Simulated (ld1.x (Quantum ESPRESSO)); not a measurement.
## Reading a pseudo-wave (technetium (Tc))

Columns: radius, all-electron u(r) and pseudo u(r) of the 5s shell (level -5.09 eV) of technetium in the configuration [Kr] 4d5 5s2 5p0; Wu–Cohen, scalar-relativistic, TM scheme, ld1.x (Quantum ESPRESSO) 7.5.

```
r (bohr)  all-electron  pseudo
   0.202        0.0647  0.0177
   0.405        0.1104  0.0378
   0.607       -0.1721  0.0627
   0.810       -0.2892  0.0954
   1.012       -0.2191  0.1390
   1.215       -0.0563  0.1964
   1.418        0.1246  0.2679
   1.620        0.2849  0.3497
   1.822        0.4123  0.4340
   2.025        0.5055  0.5101
   2.228        0.5677  0.5681
   2.430        0.6038  0.6038
   2.632        0.6195  0.6195
   2.835        0.6194  0.6194
   3.037        0.6073  0.6073
   3.240        0.5862  0.5862
   3.442        0.5589  0.5589
   3.645        0.5272  0.5272
   3.847        0.4931  0.4931
   4.050        0.4575  0.4575
   4.252        0.4219  0.4219
   4.455        0.3869  0.3869
   4.658        0.3533  0.3533
   4.860        0.3218  0.3218
   5.062        0.2924  0.2924
   5.265        0.2650  0.2650
```

Problem. How many radial nodes do the two functions have?

Solution. The all-electron 5s function has n − l − 1 = 4 (the table is too coarse to show those close to the nucleus); the pseudo-wave has 0, since the states of the same l below it are removed with the core.

Problem. At about which radius was the pseudo-wave matched?

Solution. 2.55 bohr. The columns agree to 0.0005 from 2.23 bohr on; several derivatives are matched, so the curves merge somewhat inside the radius.

Problem. Where does each function peak?

Solution. Outermost all-electron maximum near 2.63 bohr, pseudo maximum near 2.63 bohr (to the table’s step).

Problem. Is the pseudo-wave norm-conserving?

Solution. Yes: the TM scheme keeps the norm inside the radius equal to the all-electron one, which fixes the energy derivative of the logarithmic derivative at the level.
